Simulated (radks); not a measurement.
The caesium anion Cs-, [Xe] 6s2, held by a Watson sphere: a shell of charge +1 at radius R that stands for the Madelung well of a crystal (potential energy -1/R inside, -1/r outside, in hartree with lengths in bohr). Method: scalar-relativistic Kohn-Sham, PBEsol, spin-polarised, spherical densities, point nucleus; computed with a radial shooting solver on a logarithmic mesh with Libxc functionals. Response by self-consistent Sternheimer equations with the Hartree and adiabatic LDA kernel, the relativistic mass of each level held fixed and spin-orbit coupling left out. The sphere does not respond.

| R (bohr) | e(5s) (eV) | e(5p) (eV) | e(6s) (eV) | <r> 6s (bohr) | sum of <r^2> (bohr^2) | X-ray form factor at sin(theta)/lambda = 0.3 1/angstrom | alpha (bohr^3) |
|---|---|---|---|---|---|---|---|
| 3.47 | -28.074 | -14.912 | -3.134 | 4.977 | 107.7 | 37.945 | 276.3 |
| 3.58 | -27.922 | -14.761 | -3.122 | 5.001 | 108.3 | 37.945 | 280.5 |
| 3.69 | -27.782 | -14.620 | -3.109 | 5.026 | 108.9 | 37.945 | 285.3 |
| 4.59 | -26.952 | -13.771 | -2.947 | 5.286 | 114.8 | 37.940 | 342.4 |
| 5.24 | -26.595 | -13.399 | -2.798 | 5.500 | 119.8 | 37.934 | 399.8 |
| 5.7 | -26.414 | -13.210 | -2.688 | 5.653 | 123.6 | 37.932 | 446.5 |
| 6.16 | -26.274 | -13.063 | -2.578 | 5.801 | 127.4 | 37.930 | 497.4 |
| 6.27 | -26.245 | -13.032 | -2.552 | 5.836 | 128.3 | 37.930 | 510.2 |
| 6.34 | -26.227 | -13.014 | -2.535 | 5.858 | 128.9 | 37.929 | 518.4 |
